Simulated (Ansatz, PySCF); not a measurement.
Zr(Cl)2(OH)2 (Cl₂H₂O₂Zr), SMILES [Cl][Zr]([Cl])([OH])[OH], multiplicity 1.

Geometry: B3LYP-D3(BJ)/def2-SVP. The spin state was assumed, not searched. The structure was generated by enumeration; whether it is a known compound was not checked. The def2 effective core potentials stand for the cores of Zr; spin–orbit coupling is left out. Other conformers were not sampled.

Vertical ionisation energy (IE) and electron affinity (EA) in eV. Rows of orbital energies are one-electron estimates. Where ΔSCF, EOM or ADC give a negative EA the extra electron is unbound and the value depends on the basis.

| level | IE | EA |
|---|---|---|
| −ε(HOMO), −ε(LUMO), B3LYP/def2-TZVP (PySCF) | 8.63 | 1.60 |
| −ε(HOMO), −ε(LUMO), PBE/def2-TZVP (PySCF) | 7.52 | 2.19 |
| ΔSCF, PBE0/def2-SVPD (Ansatz), final states of multiplicity 2 and 2 | 11.02 | -0.26 |
| ΔSCF, PBE/def2-SVPD (Ansatz), final states of multiplicity 2 and 2 | 10.45 | -0.17 |

Question: What vertical singlet–triplet gap does ΔSCF give with PBE0/def2-SVPD (Ansatz, a quantum-chemistry and plane-wave program) and with PBE/def2-SVPD (Ansatz)? (The exact figures need the calculation; the answer reports its results.)

Answer: 5.87 and 5.53 eV (triplet above singlet where positive).
